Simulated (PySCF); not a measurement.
B(F)2(Me), SMILES B(C)(F)F at its CAM-B3LYP/def2-SVP optimised geometry (Å):

```
7

B     -0.6344     0.0078     0.0000
F     -1.3250    -1.1181    -0.0206
F     -1.3485     1.1181     0.0000
C      0.9230     0.0078     0.0000
H      1.3485     0.9980     0.2088
H      1.2791    -0.3173    -0.9920
H      1.3157    -0.7209     0.7250
```

Calculation: CAM-B3LYP/def2-TZVP in PySCF. Cells within 0.4 Å of a nucleus heavier than hydrogen are left out (blank, or x).

Map of the deformation density (molecule minus spherical neutral atoms) (e/bohr³) on the plane z = 0.0 Å:

```
|0000000000000000000000000000000|
|0000000000000000000000000000000|
|0000000000000000000000000000000|
|0000000000000000000000000000000|
|0000000000000000000000000000000|
|0000000000110000000000000000000|
|0000000000111000000000000000000|
|0000000000111000000000000000000|
|0000000001211000000000000000000|
|000011012xx31000000000000000000|
|00001112xxx31000000122000000000|
|00001112xxx32000001477200000000|
|0000011122573001112697310000000|
|0000000013664123433685210000000|
|00000000012xxx6777xxx2000000000|
|00000000001xxx9999xxx1000000000|
|00000000012xxx6776xxx2000000000|
|0000000013664123321232100000000|
|0000011122464100000122100000000|
|00001112xxx22000000011000000000|
|00001112xxxx1000000000000000000|
|000011012xx31000000000000000000|
|0000000001211000000000000000000|
|0000000000111000000000000000000|
|0000000000111000000000000000000|
|0000000000111000000000000000000|
|0000000000000000000000000000000|
|0000000000000000000000000000000|
|0000000000000000000000000000000|
|0000000000000000000000000000000|
|0000000000000000000000000000000|
```
Scale: ten equal steps from -0.010 (start of '0') to 0.090 (end of '9'), in the order '0123456789'; x runs from -3.50 to 3.50, y from -3.50 (bottom) to 3.50 (top).
